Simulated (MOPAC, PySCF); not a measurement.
Pair of molecules: HCl (SMILES Cl) (first 2 atoms) with CH4 (SMILES C); geometry from B3LYP-D3(BJ)/def2-TZVP, rigid monomers moved along the line of their centres of mass till H2···C3 is 2.27 Å.
(charge 0, multiplicity 1):
```json
[
 {"atom": "Cl", "x (Å)": "-0.4127", "y (Å)": "-0.3469", "z (Å)": "-0.4821"},
 {"atom": "H", "x (Å)": "-0.2910", "y (Å)": "-0.2431", "z (Å)": "0.7911"},
 {"atom": "C", "x (Å)": "-0.0682", "y (Å)": "-0.0496", "z (Å)": "3.0376"},
 {"atom": "H", "x (Å)": "-0.9985", "y (Å)": "0.4261", "z (Å)": "2.7275"},
 {"atom": "H", "x (Å)": "0.0330", "y (Å)": "0.0415", "z (Å)": "4.1179"},
 {"atom": "H", "x (Å)": "-0.0836", "y (Å)": "-1.1064", "z (Å)": "2.7711"},
 {"atom": "H", "x (Å)": "0.7787", "y (Å)": "0.4424", "z (Å)": "2.5594"}
]
```

Monomers are frozen at their geometry in the pair; levels with a basis set take the counterpoise correction. Rows marked so take none.

Rows in 6-31G* carry no dispersion term and start afresh at each structure (6-31G* with six Cartesian d functions). The state that PM3 reach isn't checked.

The values were computed with MOPAC for PM3 (differences of heats of formation); PySCF for 6-31G* rows. Values without a source in brackets are computed.

Problem. One of these levels gives -0.81 kcal/mol for the interaction energy. Name it.
(A) PM3
(B) HF/6-31G* (no counterpoise)
(C) BP86/6-31G* (no counterpoise)

Solution. A, PM3. The others give 1.31 (HF/6-31G* (no counterpoise)), 0.17 (BP86/6-31G* (no counterpoise))
